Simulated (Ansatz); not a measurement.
C₆H₂₁Ge₃N₃⁺, that is cyclo-(Me2GeNH)3 with one electron fewer. Charge 1, multiplicity 2. Geometry PBE-D4/def2-SVP; atoms count from 1.

```xyz
33

Ge    0.1067    0.7878   -1.7253
C     0.4765    2.6513   -2.1789
C    -0.1351   -0.4157   -3.2460
N     1.5852    0.0887   -0.7312
Ge    1.6149   -0.0694    1.1546
C     3.2246   -1.0012    1.7156
C     1.1670    1.6104    2.0103
N     0.1402   -1.2523    1.1587
Ge   -1.6195   -0.7528    0.6015
C    -2.3579   -2.2876   -0.3547
C    -2.6278   -0.1777    2.1733
N    -1.2063    0.7322   -0.4238
H     0.6796    3.2368   -1.2626
H     1.3529    2.7086   -2.8521
H    -0.4002    3.0800   -2.7026
H    -1.0373   -0.1144   -3.8137
H    -0.2639   -1.4615   -2.9068
H     0.7380   -0.3623   -3.9262
H     2.2097   -0.5549   -1.2403
H     3.3655   -1.9424    1.1498
H     3.1606   -1.2388    2.7956
H     4.1066   -0.3509    1.5546
H     1.0105    1.4475    3.0946
H     1.9964    2.3324    1.8784
H     0.2441    2.0188    1.5594
H     0.3669   -2.2578    1.1355
H    -3.3655   -2.0294   -0.7358
H    -2.4557   -3.1583    0.3235
H    -1.7184   -2.5670   -1.2136
H    -2.0780    0.6175    2.7110
H    -3.6142    0.2107    1.8531
H    -2.7894   -1.0359    2.8531
H    -1.8768    1.5077   -0.4088
```

Q: Estimate the Mulliken populations of the heavy atoms from the PBE0/def2-SVP orbitals of Ansatz.

A: 
| atom | charge (e) | spin (α − β) |
| --- | --- | --- |
| Ge1 | 0.70 | -0.04 |
| C2 | -0.30 | 0.03 |
| C3 | -0.32 | 0.00 |
| N4 | -0.51 | 0.56 |
| Ge5 | 0.70 | -0.07 |
| C6 | -0.29 | 0.00 |
| C7 | -0.32 | 0.00 |
| N8 | -0.52 | 0.54 |
| Ge9 | 0.70 | -0.03 |
| C10 | -0.31 | 0.00 |
| C11 | -0.30 | 0.03 |
| N12 | -0.64 | 0.02 |
Mulliken values and Mayer orders depend strongly on the basis.

Q: Where does the spin sit?

A: Summed by element: Ge -0.14, C 0.06, N 1.12, H -0.04, of 1 unpaired in all. Largest on single atoms: N4 0.56, N8 0.54, Ge5 -0.07.

Q: And the Mayer bond orders between bonded heavy atoms (over 0.3)?

A: Ge1–C2 1.02 (1.95 Å); Ge1–C3 1.01 (1.95 Å); Ge1–N4 0.78 (1.91 Å); Ge1–N12 0.98 (1.85 Å); N4–Ge5 0.84 (1.89 Å); Ge5–C6 1.04 (1.94 Å); Ge5–C7 1.05 (1.94 Å); Ge5–N8 0.84 (1.89 Å); N8–Ge9 0.78 (1.91 Å); Ge9–C10 1.01 (1.95 Å); Ge9–C11 1.02 (1.95 Å); Ge9–N12 0.98 (1.85 Å).
